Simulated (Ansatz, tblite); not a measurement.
Cost and result up the ladder for the cluster Hg₃TeBr₄ (the lowest singlet isomer of a short search) (8 atoms). Total charge 0; singlet. Geometry: PBE-D4/def2-SVP.

Cartesian coordinates in Å:
```
Hg 0.053 -0.399 2.166
Hg 0.234 -1.718 -1.488
Hg 0.409 2.119 -0.831
Te 2.017 0.003 -0.453
Br -1.365 -3.247 -2.572
Br -0.141 2.027 2.657
Br -0.191 -2.851 1.846
Br -1.016 4.066 -1.324
```

Ansatz on 6 threads of Intel Xeon on a shared host; xTB runs through tblite on one thread. Times are rough, summed over both states, and most runs start from the orbitals of an earlier one. PBE0-D4/def2-SVP serves as the yardstick here, not as an exact answer. The other state is a doublet.

In the def2 sets Hg, Te take a core potential; there is no spin–orbit coupling. The xTB rows come from tblite. The structure comes from a short search, and lower isomers may exist.

Raw xTB energies of ions are shifted by several eV.

| level | functions | wall time |
| --- | --- | --- |
| GFN1-xTB | 57 | 0.051 s |
| GFN2-xTB | 57 | 0.078 s |
| PBE-D4/def2-SVP | 250 | 15 s |
| PBE0-D4/def2-SVP | 250 | 36 s |

Question: Estimate what each level gives for the vertical IE (eV).

Answer: 
| level | vertical IE (eV) | difference from PBE0-D4/def2-SVP (eV) |
| --- | --- | --- |
| GFN1-xTB | 14.04 | 5.24 |
| GFN2-xTB | 14.25 | 5.44 |
| PBE-D4/def2-SVP | 8.39 | -0.42 |
| PBE0-D4/def2-SVP | 8.81 | 0.00 |
